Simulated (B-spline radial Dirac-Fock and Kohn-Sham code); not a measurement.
## Binding energies of I⁸⁺ at several levels of theory

System: I⁸⁺, [Kr] 4d9.

The density-functional columns are spherical, spin-unpolarised Dirac-Kohn-Sham results without Breit or QED terms: −ε is minus the orbital energy of the initial state and ΔSCF the difference of two total energies. The reference in the last column comes from multi-electron Dirac-Fock with separately optimised hole states, Breit and Lamb-shift corrections added in first order. All numbers are from a radial finite-basis atomic code, in eV; a selection of levels is shown. For the 1s level of heavy atoms much of the gap between ΔSCF and the reference is the Breit and QED part, -116.1 eV here; for other levels the error of the functional can be larger.

| level | LDA −ε | LDA ΔSCF | Dirac-Fock |
| --- | --- | --- | --- |
| K (1s) | 33043.9 | 33410.4 | 33304.4 |
| L1 (2s) | 5207.2 | 5276.9 | 5329.7 |
| L2 (2p1/2) | 4896.0 | 4981.8 | 4988.1 |
| L3 (2p3/2) | 4597.6 | 4677.9 | 4693.2 |
| M1 (3s) | 1145.8 | 1172.3 | 1208.3 |
| M2 (3p1/2) | 1016.8 | 1044.2 | 1067.1 |
| M3 (3p3/2) | 960.6 | 987.1 | 1010.3 |
| M4 (3d3/2) | 732.5 | 761.6 | 764.3 |
| N1 (4s) | 295.7 | 309.3 | 322.6 |
| N2 (4p1/2) | 250.1 | 263.4 | 270.9 |
| N3 (4p3/2) | 238.7 | 251.7 | 259.5 |
| N4,5 (4d) | 163.3 | 175.4 | 174.0 |

Values without a named source are computed, but for edge energies of neutral atoms, which are taken from tables.
